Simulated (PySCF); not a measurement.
Ge(OMe)3(SMe), SMILES C[O][Ge]([O]C)([S]C)[O]C (GFN2-xTB optimised geometry):

```
21

C     -1.781    -0.857     2.624
O     -1.529    -1.421     1.348
Ge    -0.714    -0.626     0.000
O     -1.170    -1.597    -1.407
C     -2.479    -2.069    -1.677
O     -1.400     1.015     0.000
C     -0.949     2.110    -0.777
S      1.508    -0.626     0.000
C      1.824    -2.403    -0.270
H     -2.489    -1.523     3.118
H     -2.215     0.139     2.537
H     -0.864    -0.799     3.214
H     -3.139    -1.248    -1.965
H     -2.902    -2.578    -0.811
H     -2.386    -2.771    -2.507
H      0.113     2.302    -0.619
H     -1.125     1.938    -1.841
H     -1.528     2.975    -0.449
H      1.452    -2.975     0.574
H      1.346    -2.719    -1.190
H      2.902    -2.501    -0.346
```

Calculation: CAM-B3LYP/def2-SVP (PySCF).

What are the frontier orbital energies and the dipole moment?

HOMO-2 -9.20 eV, HOMO-1 -9.13 eV, HOMO -8.22 eV, LUMO 1.37 eV, LUMO+1 1.85 eV; dipole moment 0.12 D.

Meta-Löwdin charges at CAM-B3LYP/def2-SVP: C1 -0.06, O2 -0.59, Ge3 1.22, O4 -0.59, C5 -0.06, O6 -0.59, C7 -0.06, S8 -0.18, C9 -0.32, H10 0.11, H11 0.10, H12 0.09, H13 0.09, H14 0.10, H15 0.11, H16 0.09, H17 0.09, H18 0.11, H19 0.12, H20 0.13, H21 0.12.
